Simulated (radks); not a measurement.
Question: The mean radii <r> (bohr) of the occupied orbitals of an atom or ion are listed with their occupations. All-electron calculation, scalar-relativistic Kohn-Sham, LDA (Slater exchange, VWN5 correlation), spin-polarised, spherical densities, finite nucleus; Fermi nuclear charge, rms radius of each element as measured or else 0.836 A^(1/3) + 0.57 fm. Program: a radial shooting solver on a logarithmic mesh with Libxc functionals.

| orbital | occ. | <r> |
|---|---|---|
| 1s up | 1 | 0.04034 |
| 1s down | 1 | 0.04034 |
| 2s up | 1 | 0.1781 |
| 2s down | 1 | 0.1781 |
| 2p up | 3 | 0.1552 |
| 2p down | 3 | 0.1552 |
| 3s up | 1 | 0.5113 |
| 3s down | 1 | 0.5109 |
| 3p up | 3 | 0.5189 |
| 3p down | 3 | 0.5183 |
| 3d up | 5 | 0.5239 |
| 3d down | 5 | 0.5217 |
| 4s up | 1 | 1.358 |
| 4s down | 1 | 1.359 |
| 4p up | 3 | 1.509 |

Name the element and its charge. Open shells, if any, are filled with parallel spins first.

Answer: Z = 37, rubidium, charge +4: Rb4+ in [Ar] 3d10 4s2 4p3. The 1s radius gives Z: for a bare nucleus <r> = (2 gamma + 1)/(2Z) with gamma = sqrt(1 - (Z/c)^2), 0.03954 bohr for Z = 37, and screening makes it slightly larger (0.04034 here). The occupations add up to 33, and the charge is Z minus that.
